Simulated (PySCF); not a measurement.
Stepwise substitution at one centre (Al SH-H). Gas-phase values, no solvent. One relaxed conformer stands for each flexible species; it need not be the lowest. Strings in code marks are SMILES.

The S1–T1 gap (TDA) from two functionals at the same geometries (TPSSh-D3(BJ)/def2-TZVP), both in PySCF: PBE-D3(BJ)/def2-TZVP and TPSSh-D3(BJ)/def2-TZVP. Excitations are Tamm–Dancoff values on a coarser integration grid. The basis has no diffuse functions, so Rydberg states are missing or too high.

```json
[
 {"species": "0 of 3 SH replaced by H (`[SH][Al]([SH])[SH]`)", "PBE-D3(BJ)/def2-TZVP (eV)": "0.20", "TPSSh-D3(BJ)/def2-TZVP (eV)": "0.32"},
 {"species": "1 of 3 SH replaced by H (`[SH][AlH][SH]` (H–S–Al–S torsion 0°, S–Al–S–H torsion 0°))", "PBE-D3(BJ)/def2-TZVP (eV)": "0.73", "TPSSh-D3(BJ)/def2-TZVP (eV)": "0.74"},
 {"species": "2 of 3 SH replaced by H (`[AlH2][SH]`)", "PBE-D3(BJ)/def2-TZVP (eV)": "0.95", "TPSSh-D3(BJ)/def2-TZVP (eV)": "0.91"}
]
```

Over these rows, drawn at random from the members with no instability flagged (it was tested for open shells, ions and some series alone), PBE minus TPSSh-D3(BJ): mean -0.03 eV, from -0.12 eV to +0.04 eV.
